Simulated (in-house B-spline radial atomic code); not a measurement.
Successive ionisation energies of lead; each step leads to the configuration of the next row (after the last: [Xe] 4f14 5d3/2(1)). Dirac energy differences include first-order Breit, QED and recoil terms. NIST's values go from ground level to ground level; the uncertainty of those that are theory runs from under 0.1 % in few-electron ions to several per cent in heavy many-electron ones. Computed with a B-spline radial code for spherical atoms: Dirac-Hartree-Fock, jj configuration that fills j = l - 1/2 first, finite nuclei.

A number in brackets counts the electrons of a j subshell.

| ion | configuration | ionisation energy (eV) | tabulated value (eV) | computed minus tabulated (eV) | highest orbital | largest mean radius (bohr) |
| --- | --- | --- | --- | --- | --- | --- |
| Pb | [Xe] 4f14 5d10 6s2 6p1/2(2) | 6.51 | 7.41668 | -0.91 | 6p1/2 | 3.1318 |
| Pb+ | [Xe] 4f14 5d10 6s2 6p1/2(1) | 14.38 | 15.0325 | -0.65 | 6p1/2 | 2.8281 |
| Pb2+ | [Xe] 4f14 5d10 6s2 | 29.78 | 31.9373 | -2.15 | 6s1/2 | 2.2338 |
| Pb3+ | [Xe] 4f14 5d10 6s1 | 40.51 | 42.33256 | -1.82 | 6s1/2 | 2.144 |
| Pb4+ | [Xe] 4f14 5d10 | 67.27 | 68.8 | -1.53 | 5d5/2 | 1.2683 |
| Pb5+ | [Xe] 4f14 5d3/2(4) 5d5/2(5) | 83.96 | 82.9 | 1.06 | 5d5/2 | 1.2349 |
| Pb6+ | [Xe] 4f14 5d3/2(4) 5d5/2(4) | 101.37 | 100.1 | 1.27 | 5d5/2 | 1.2053 |
| Pb7+ | [Xe] 4f14 5d3/2(4) 5d5/2(3) | 119.44 | 120 | -0.56 | 5d5/2 | 1.1786 |
| Pb8+ | [Xe] 4f14 5d3/2(4) 5d5/2(2) | 138.13 | 138 | 0.13 | 5d5/2 | 1.1542 |
| Pb9+ | [Xe] 4f14 5d3/2(4) 5d5/2(1) | 157.40 | 158 | -0.60 | 5d5/2 | 1.1317 |
| Pb10+ | [Xe] 4f14 5d3/2(4) | 181.81 | 182 | -0.19 | 5d3/2 | 1.0856 |
| Pb11+ | [Xe] 4f14 5d3/2(3) | 202.46 | 203 | -0.54 | 5d3/2 | 1.0665 |
| Pb12+ | [Xe] 4f14 5d3/2(2) | 223.62 | 224 | -0.38 | 5d3/2 | 1.0491 |

(1) Where is the largest jump?

(2) How far is this level of theory from the measured and semi-empirical values?

Results:

(1) From Pb to Pb+, by a factor of 2.21 (6.5073 to 14.383 eV); the highest orbital goes from 6p1/2 to 6p1/2.

(2) Over those 5 rows the differences run from -2.15 to -0.65 eV (mean absolute value 1.4 eV). The calculation leaves out correlation and, in open shells, the multiplet splittings that an average leaves out.
